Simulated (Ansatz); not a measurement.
CH$_{8}$AlGaSi. The species carries charge 0 and has multiplicity 1. The bonds changed during the relaxation, so this is another structure than the one it started from. All single points use the PBE0-D4/def2-TZVP geometry.

```xyz
12

Al    0.078    1.679   -0.380
C     0.779   -0.137    0.049
Si   -0.035   -1.462   -0.960
Ga   -0.168    0.083    1.722
H    -1.118    1.779   -1.418
H     0.917    2.939    0.104
H     1.852   -0.314    0.142
H    -1.512   -1.415   -0.726
H     0.186   -1.291   -2.423
H     0.418   -2.833   -0.588
H    -0.338   -0.459    3.163
H    -1.059    1.430    1.315
```

**Question.** What is the dipole moment at ωB97M-V/def2-TZVPP? (An estimate is asked.)

**Answer.** Ansatz gave: 2.35 D, with components (0.72, -1.00, 2.00) D in this frame, pointing from negative to positive charge.

**Question.** And with PBE, r2SCAN, B3LYP? (An estimate is asked.)

**Answer.** Ansatz gave: PBE 2.21 D, r2SCAN 2.29 D, B3LYP 2.26 D.

**Question.** Give the Mulliken charges with ωB97M-V, r2SCAN, B3LYP in def2-TZVPP. (Best estimate.)

**Answer.** Computed: 
```json
{"atom": "Al1", "ωB97M-V": "0.33", "r2SCAN": "0.43", "B3LYP": "0.37"}
{"atom": "C2", "ωB97M-V": "-0.47", "r2SCAN": "-0.38", "B3LYP": "-0.29"}
{"atom": "Si3", "ωB97M-V": "0.13", "r2SCAN": "0.25", "B3LYP": "0.21"}
{"atom": "Ga4", "ωB97M-V": "0.22", "r2SCAN": "0.25", "B3LYP": "0.21"}
{"atom": "H5", "ωB97M-V": "-0.11", "r2SCAN": "-0.16", "B3LYP": "-0.14"}
{"atom": "H6", "ωB97M-V": "-0.13", "r2SCAN": "-0.18", "B3LYP": "-0.16"}
{"atom": "H7", "ωB97M-V": "0.14", "r2SCAN": "0.10", "B3LYP": "0.11"}
{"atom": "H8", "ωB97M-V": "-0.03", "r2SCAN": "-0.08", "B3LYP": "-0.08"}
{"atom": "H9", "ωB97M-V": "-0.03", "r2SCAN": "-0.07", "B3LYP": "-0.07"}
{"atom": "H10", "ωB97M-V": "-0.03", "r2SCAN": "-0.08", "B3LYP": "-0.07"}
{"atom": "H11", "ωB97M-V": "0.06", "r2SCAN": "0.02", "B3LYP": "0.02"}
{"atom": "H12", "ωB97M-V": "-0.08", "r2SCAN": "-0.11", "B3LYP": "-0.11"}
```

B3LYP here is the variant with VWN-RPA as its local correlation; programs differ in this.
